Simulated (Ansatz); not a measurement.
A nudged elastic band was laid between two geometries of AlBFH$_{5}$O$_{2}$ (10 atoms, charge 0, multiplicity 1).

Theory: Ansatz, RKS BLYP/6-31G*.

```yaml
movable_images: 7
climbing_image: yes
spring: 5.0 eV/Å²
optimiser: quadratic models (default)
start_path: through a guess of the saddle point
force_threshold: 0.05 eV/Å
iteration_limit: 60
end_points: relaxed
```

Initial state:

```xyz
10
Properties=species:S:1:pos:R:3
B -0.750 -0.039 0.558
H -0.768 -1.223 0.750
F 1.961 0.869 0.496
O -0.984 0.575 -0.624
H -1.067 -0.057 -1.366
O -0.529 0.845 1.650
Al 1.210 1.986 1.534
H 1.559 1.808 3.095
H 0.816 3.396 0.902
H -0.454 0.361 2.500
```

Final state:

```xyz
10
Properties=species:S:1:pos:R:3
B 0.224 0.626 -0.208
H -0.945 -1.937 2.596
F 1.071 -0.278 -0.764
O -1.050 0.766 -0.717
H -1.195 0.147 -1.462
O 0.631 1.378 0.841
Al 0.909 2.660 1.948
H 0.733 2.331 3.492
H 1.362 4.066 1.359
H -0.748 -1.239 2.410
```

Task: Which bonds break or form, and what moves?

Result: Bonds broken: B1–H2, F3–Al7, O6–H10. Bonds formed: B1–F3, H2–H10. AlBFH5O2 becomes AlBFH3O2 + H2.

Task: What energy profile does the band end with?

Result: The run converged. The highest image is number 5 of 0 to 8, 2.17 eV above the first end and 2.37 eV above the last; the last end lies 0.19 eV below the first. Beside the main top the profile has a ripple of under 15 meV (maxima at images 3, 5), which may be a very shallow well or noise. Neighbouring images differ by up to 2.2 eV, so the band resolves the path poorly. A vibrational analysis at the climbing image gives one clearly imaginary mode, 1446i cm⁻¹: a first-order saddle point. The orbitals stay closed-shell, which can raise the energy where a bond breaks towards radicals; this wasn't checked here.

```tsv
image	path coordinate (Å)	energy (eV)	B1–H2 (Å)	F3–Al7 (Å)	O6–H10 (Å)
0	0.00	0.00	1.20	1.70	0.98
1	1.23	0.21	1.21	1.87	0.98
2	2.46	0.90	1.20	2.90	0.98
3	3.68	1.04	1.21	3.77	0.98
4	4.91	1.03	1.20	3.73	0.98
5	6.14	2.17	1.40	3.51	1.21
6	7.41	-0.05	2.58	3.59	2.29
7	8.68	-0.19	3.04	3.92	3.48
8	9.96	-0.19	3.97	4.00	3.35
```

Task: What is the geometry of the highest image?

Result: 
```xyz
10
Properties=species:S:1:pos:R:3:forces:R:3
B -0.144 0.077 0.293 0.00 0.01 0.00
H -0.364 -1.059 1.078 0.00 0.00 0.00
F 1.067 -0.091 -0.339 0.00 0.00 0.00
O -1.266 0.442 -0.450 0.00 0.00 0.00
H -1.159 0.158 -1.379 0.00 0.00 0.00
O -0.027 0.932 1.601 0.00 -0.02 0.01
Al 0.813 2.378 2.139 0.00 0.00 0.00
H 0.992 2.505 3.711 0.00 0.00 0.00
H 1.292 3.420 1.044 0.00 0.00 0.00
H -0.212 -0.243 1.798 0.00 0.02 -0.01
```

Run time: 2.5 min on 2 threads of AMD EPYC 9R45 96-Core Processor (Zen 5), on a shared host, peak memory 0.14 GiB.
